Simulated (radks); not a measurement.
Results of a calculation; reference values are marked as such.
Effect of the nuclear size on the zirconium ion Zr+, [Kr] 4d2 5s1. Code: a radial shooting solver on a logarithmic mesh with Libxc functionals. Model: Dirac Kohn-Sham, LDA (Slater exchange, Perdew-Wang correlation), spin-unpolarised, spherical densities, finite nucleus; open shells are shared between the two j in proportion to 2j + 1; Fermi nuclear charge, rms radius 4.2694 fm. The rms radius is varied about that value; shifts are against it.

| rms radius (fm) | total energy shift (eV) | density at nucleus (e/bohr^3) | 1s1/2 shift (meV) | 2s1/2 shift (meV) | 4p1/2 shift (meV) | 5s1/2 shift (meV) |
|---|---|---|---|---|---|---|
| 3.7058 | -0.269 | 7.545e+04 | -114 | -11.9 | 0.040 | -0.032 |
| 4.0474 | -0.110 | 7.48e+04 | -46.5 | -4.89 | 0.016 | -0.013 |
| 4.2694 | 0 | 7.44e+04 | 0.000 | 0.000 | 0.000 | 0.000 |
| 4.5725 | 0.159 | 7.391e+04 | 67.1 | 7.05 | -0.023 | 0.019 |
| 5.1105 | 0.464 | 7.31e+04 | 197 | 20.6 | -0.068 | 0.055 |

Slopes of the eigenvalues against <r^2> in GHz/fm^2, as finite differences over the two radii next to the reference (eigenvalue slopes, not the field-shift constants of lines): 1s1/2 6070, 2s1/2 638, 4p1/2 -2.11, 5s1/2 1.71.
